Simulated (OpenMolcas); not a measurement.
An atom or ion with 80 electrons was computed by SS-RASPT2, IPEA 0.25 Eh, imaginary shift 0.1 Eh with spin-orbit coupling (OpenMolcas, ANO-RCC-VTZP, DKH2). The lowest levels that the run gave, each within 12 % of the measured value where one is at hand:

| J | Parity | E (cm⁻¹) | g |
| --- | --- | --- | --- |
| 0 | even | 0.0 |  |
| 0 | odd | 62500 |  |
| 1 | odd | 66070 | 1.473 |
| 2 | odd | 77740 | 1.501 |
| 1 | odd | 93180 | 1.028 |

Q: Which ion is it, and what are the configurations and terms?

A: Pb III (Z = 82, charge +2; active space 2 electrons in 9 orbitals (RAS2 6s 6p; RAS3 6d, at most 2 electrons)). J, parity and g give the terms where levels are pure, and mixed ones are named by the computed weights; the size of the splittings, set against known spectra of the 80-electron sequence, gives the charge. In order, with the measured energies in cm⁻¹ (Moore, Atomic Energy Levels, vol. III, NSRDS-NBS 35 (1971 reprint of NBS Circular 467, 1958)): 6s² ¹S₀, 6s 6p ³P°₀ (60397), 6s 6p ³P°₁ (64391), 6s 6p ³P°₂, 6s 6p ¹P°₁ (95340).

Active for correlation alone: 6d; no level in the range computed is led by a configuration that fills it, so any true level of that kind is missing. Spin-orbit splittings of 6p shells tend to come out small when the coupling is added on scalar orbitals. Measured partners are found by configuration, term and J. A level has none where our copy of the source lacks it or the pairing is in doubt (some pairs that miss far off the trend of their configuration count as doubtful), and it then counts in no deviation. Only configurations of the active space appear.

° marks odd parity.
